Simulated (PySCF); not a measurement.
Relaxation of triplet RhF₃

Method: PySCF, UPBE0, basis Rh def2-SVP with ECP28, F def2-SVP (scalar-relativistic core potentials, no spin–orbit coupling, density fitting). A (50,194) grid was used.

A hand-made T-shaped start, of C2v symmetry, held to at least that symmetry:

```xyz
4
charge 0 multiplicity 3, angstrom
Rh    0.0000    0.0000   -0.2402
F     0.0000    0.0000    1.6498
F     1.8888    0.0000   -0.1742
F    -1.8888    0.0000   -0.1742
```

**Question.** What forces act on the atoms at the start (eV/Å)?

**Answer.** 
| atom | Fx | Fy | Fz |
| --- | --- | --- | --- |
| Rh1 | -0.16 | 0.00 | 2.35 |
| F2 | 0.17 | 0.00 | -0.92 |
| F3 | -1.57 | 0.00 | -0.63 |
| F4 | 1.56 | 0.00 | -0.80 |

**Question.** What does it relax to?

**Answer.** It ends at C2v with Rh–F 1.817 Å (×2), Rh–F 1.845 Å; F–Rh–F 98.6° (×2), F–Rh–F 162.8° (after a last refinement on a finer grid). A frequency run shows a minimum. Other isomers or separated fragments may lie lower.

**Question.** How much energy is released, and in how many steps?

**Answer.** 37.1 kJ/mol in 4 steps.

With open d or f shells other occupations or spin states may lie lower.
